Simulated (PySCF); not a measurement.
Members of one family of related compounds. Level of theory: TDDFT CAM-B3LYP/def2-SVPD, vertical, gas phase, core orbitals frozen in the response (PySCF). Geometries: GFN2-xTB; one conformer of each isolated species. Triplets are in the Tamm–Dancoff approximation.

**Question.** Rank by computed HOMO energy, lowest first.
A. `CN[Si@@](C)(N)[SiH3]`
B. `C=N[Si@](C)(N)[SiH3]`
C. `C[Si@@]([SiH3])(N)NC=O`
D. `C=C[Si@@](C)(N)[SiH3]`
E. `C[Si@@](N)([SiH3])CF`
F. `C[Si@@](N)([SiH3])OC=O`

**Answer.** F (-9.19 eV), E (-8.66 eV), D (-8.50 eV), C (-8.38 eV), B (-8.12 eV), A (-7.90 eV).

```json
{"SMILES": "C[Si@@](N)([SiH3])OC=O", "HOMO (eV)": "-9.19", "T1 (eV)": "5.38", "first f ≥ 0.01 (nm)": "184", "f (S1)": "0.002", "α (au)": "91.9", "LUMO (eV)": "0.84", "S1 mainly": "H→L+2 (25%)"}
{"SMILES": "C[Si@@](N)([SiH3])CF", "HOMO (eV)": "-8.66", "T1 (eV)": "5.69", "first f ≥ 0.01 (nm)": "203", "f (S1)": "0.027", "α (au)": "89.6", "LUMO (eV)": "0.77", "S1 mainly": "H→L (89%)"}
{"SMILES": "C=C[Si@@](C)(N)[SiH3]", "HOMO (eV)": "-8.50", "T1 (eV)": "4.29", "first f ≥ 0.01 (nm)": "206", "f (S1)": "0.042", "α (au)": "101.1", "LUMO (eV)": "0.61", "S1 mainly": "H→L (78%)"}
{"SMILES": "C[Si@](N)([SiH3])NC=O", "HOMO (eV)": "-8.38", "T1 (eV)": "5.17", "first f ≥ 0.01 (nm)": "200", "f (S1)": "0.005", "α (au)": "97.9", "LUMO (eV)": "0.80", "S1 mainly": "H→L+1 (34%)"}
{"SMILES": "C=N[Si@](C)(N)[SiH3]", "HOMO (eV)": "-8.12", "T1 (eV)": "3.38", "first f ≥ 0.01 (nm)": "207", "f (S1)": "0.000", "α (au)": "96.3", "LUMO (eV)": "0.32", "S1 mainly": "H→L (88%)"}
{"SMILES": "CN[Si@@](C)(N)[SiH3]", "HOMO (eV)": "-7.90", "T1 (eV)": "5.48", "first f ≥ 0.01 (nm)": "202", "f (S1)": "0.002", "α (au)": "97.0", "LUMO (eV)": "1.06", "S1 mainly": "H→L+1 (81%)"}
```

H and L stand for HOMO and LUMO.

- `C[Si@@](N)([SiH3])OC=O`: Löwdin shares by element: HOMO nitrogen 34%, silicon 21%, oxygen 18% or more (atoms not listed hold the other 27%); LUMO silicon 35%, hydrogen 20% or more (atoms not listed hold the other 45%).
- `C[Si@@](N)([SiH3])CF`: Löwdin shares by element: HOMO nitrogen 49%, silicon 20%, carbon 14% or more (atoms not listed hold the other 18%); LUMO silicon 41%, nitrogen 8%, hydrogen 7% or more (atoms not listed hold the other 45%).
- `C=C[Si@@](C)(N)[SiH3]`: Löwdin shares by element: HOMO nitrogen 33%, silicon 23%, carbon 15% or more (atoms not listed hold the other 29%); LUMO carbon 46% or more, silicon 25% (atoms not listed hold the other 29%).
- `C[Si@](N)([SiH3])NC=O`: Löwdin shares by element: HOMO silicon 30%, nitrogen 25% or more, oxygen 19% (atoms not listed hold the other 26%); LUMO silicon 34%, hydrogen 9% or more, nitrogen 9% or more (atoms not listed hold the other 47%).
- `C=N[Si@](C)(N)[SiH3]`: Löwdin shares by element: HOMO nitrogen 66%, carbon 13% or more, hydrogen 5% or more (atoms not listed hold the other 16%); LUMO carbon 37% or more, nitrogen 30% or more, hydrogen 13% or more (atoms not listed hold the other 19%).
- `CN[Si@@](C)(N)[SiH3]`: Löwdin shares by element: HOMO nitrogen 48% or more, carbon 19%, silicon 10% or more (atoms not listed hold the other 24%); LUMO silicon 39%, hydrogen 9% or more, nitrogen 8% or more (atoms not listed hold the other 43%).

Without π bonds the low states are Rydberg-like; a valence basis with one diffuse set may place them up to an eV too high.
